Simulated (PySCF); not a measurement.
From one molecule to another.

First species: C₅H₆Cl₂Si.
SMILES with atom numbers: `[Cl:1][CH:2]([Cl:3])[C:4]1=[CH:5][SiH2:6][CH:7]=[CH:8]1` (hydrogens: H9 on C2; H10 on C5; H11, H12 on Si6; H13 on C7; H14 on C8)

Second species: tert-butyl acetate, C6H12O2.
InChI=1S/C6H12O2/c1-5(7)8-6(2,3)4/h1-4H3

Levels: PBE0/def2-SVPD for dipole moment, HOMO energy, LUMO energy, HOMO–LUMO gap, static isotropic polarisability and electronic spatial extent ⟨r²⟩ about the centre of nuclear charge; TDDFT PBE0/def2-SVPD for lowest singlet excitation; TDA PBE0/def2-SVPD for lowest triplet excitation (Tamm–Dancoff); GFN2-xTB for rotational constant A and rotational constant C. Geometries: GFN2-xTB. Each structure is a single optimised conformer of the isolated species, non-relativistic unless stated; the electronic structure was computed with PySCF and density fitting.

Dipoles, sizes and rotational constants follow the conformer. The torsions of the flexible species, by atom-mapped SMILES:
- `[Cl:1][CH:2]([Cl:3])[C:4]1=[CH:5][SiH2:6][CH:7]=[CH:8]1`: Cl1–C2–C4–C5 -120°
- `[CH3:1][C:2](=[O:3])[O:4][C:5]([CH3:6])([CH3:7])[CH3:8]`: C1–C2–O4–C5 -179°, C2–O4–C5–C6 180°

```
                                                         property    column X    column Y
                                                    dipole moment      2.00 D      2.00 D
                                                      HOMO energy    -7.15 eV    -7.74 eV
                                                      LUMO energy    -1.90 eV     0.35 eV
                                                    HOMO–LUMO gap     5.25 eV     8.09 eV
                                        lowest singlet excitation     4.41 eV     5.82 eV
                         lowest triplet excitation (Tamm–Dancoff)     2.69 eV     5.32 eV
                                  static isotropic polarisability    111.4 au     79.8 au
electronic spatial extent ⟨r²⟩ about the centre of nuclear charge  1783 bohr²  1068 bohr²
                                            rotational constant A   2.189 GHz   3.327 GHz
                                            rotational constant C   0.641 GHz   1.310 GHz
```

Q: Which column belongs to which species?

A: Column X is the first species and column Y the second. The first has 14 atoms and 84 electrons, the second 20 and 64.

Q: How does each property change from the first species to the second?

A: dipole moment 0.00 D; HOMO energy -0.59 eV; LUMO energy +2.25 eV; HOMO–LUMO gap +2.84 eV; lowest singlet excitation +1.41 eV; lowest triplet excitation (Tamm–Dancoff) +2.63 eV; static isotropic polarisability -31.6 au; electronic spatial extent ⟨r²⟩ about the centre of nuclear charge -715 bohr²; rotational constant A +1.138 GHz; rotational constant C +0.669 GHz.

On the first: The principal polarisabilities are 94.3, 97.2 and 142.6 au; their mean is the isotropic value. The 8 singlets span 4.41 to 6.40 eV, and their oscillator strengths add up to 0.07.

On the second: The principal polarisabilities are 71.3, 77.8 and 90.3 au; their mean is the isotropic value. No computed singlet falls in the visible range (750 to 380 nm, 1.65 to 3.26 eV); S1 lies 2.56 eV above its blue end.
